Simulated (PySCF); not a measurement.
**Correlation energy of I(4+) (iodine, charge +4)**

Starting occupation: [Kr] 4d10 5s2 5p1, 5p1/2 with m_j = +1/2. Computed with PySCF 2.14 in x2c-QZVPPall-2c (13s13p9d4f1g, 134 functions), with X2C-1e with screened-nucleus spin-orbit coupling, Gaussian nucleus. Frozen: [Ar] 3d10; 21 electrons correlated; the 32 highest virtual spinors left out.

MP2 pair energies summed by pair of shells (mhartree):

| pair | energy | share (%) |
| --- | --- | --- |
| 4d3/2-4d5/2 | -165.35 | 23.1 |
| 4d5/2-4d5/2 | -121.63 | 17.0 |
| 4d5/2-5s1/2 | -55.58 | 7.8 |
| 4d3/2-4d3/2 | -53.35 | 7.4 |
| 4d5/2-4p3/2 | -43.78 | 6.1 |
| 4d3/2-5s1/2 | -36.02 | 5.0 |
| 4d3/2-4p3/2 | -30.35 | 4.2 |
| 4d5/2-4p1/2 | -21.58 | 3.0 |
| 5s1/2-5s1/2 | -20.77 | 2.9 |
| 4p3/2-4p3/2 | -19.00 | 2.7 |
| 4d5/2-4s1/2 | -17.75 | 2.5 |
| 4p1/2-4p3/2 | -17.55 | 2.4 |
| 5p1/2-5s1/2 | -17.20 | 2.4 |
| 4d5/2-5p1/2 | -17.08 | 2.4 |
| 4d3/2-4p1/2 | -13.76 | 1.9 |
| 4d3/2-4s1/2 | -11.86 | 1.7 |
| 4d3/2-5p1/2 | -11.31 | 1.6 |
| 4p3/2-4s1/2 | -10.17 | 1.4 |
| 4p3/2-5s1/2 | -8.66 | 1.2 |
| 4p1/2-4s1/2 | -5.11 | 0.7 |
| 4p1/2-4p1/2 | -4.93 | 0.7 |
| 4p1/2-5s1/2 | -3.68 | 0.5 |
| 4s1/2-4s1/2 | -3.45 | 0.5 |
| 4p3/2-5p1/2 | -3.24 | 0.5 |
| 4s1/2-5s1/2 | -1.62 | 0.2 |
| 4p1/2-5p1/2 | -1.19 | 0.2 |
| 4s1/2-5p1/2 | -0.58 | 0.1 |

Total MP2 correlation energy: -716.54 mhartree.

This basis was not built for core-valence correlation, so the inner-shell part is incomplete.
